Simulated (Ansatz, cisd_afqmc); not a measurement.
System: Ta, charge 0, quartet.

Total energies in def2-QZVPP, 5 correlated electrons, 4 frozen orbitals. Radicals and triplets start from unrestricted determinants; spin-orbit coupling is neglected. Correlated methods leave the cores frozen (noble-gas shells, and filled d and f shells in the p block). Past Kr the def2 sets carry scalar-relativistic core potentials. AFQMC/CISD: phaseless, guided by CISD from CCSD amplitudes; bars are statistical, one sigma. Outlying blocks are dropped, and bars are widened where a walk drifts. Over all cases where full CI ran beside it in this data, AFQMC minus full CI had a median of +0.1 mEh and passed +0.4 mEh in a tenth of the cases.

| method | program | energy (Eh) | minus CCSDT(Q) (mEh) |
|---|---|---|---|
| HF | Ansatz | -56.29356 | 91.44 |
| MP2 | Ansatz | -56.36526 | 19.74 |
| CCSD | Ansatz | -56.37824 | 6.76 |
| CCSD(T) | Ansatz | -56.38320 | 1.79 |
| CCSDT(Q) | Ansatz | -56.38499 | 0.00 |
| AFQMC/CISD | cisd_afqmc | -56.3837 ± 0.0003 | 1.3 ± 0.3 |

Ansatz is an electronic-structure program.
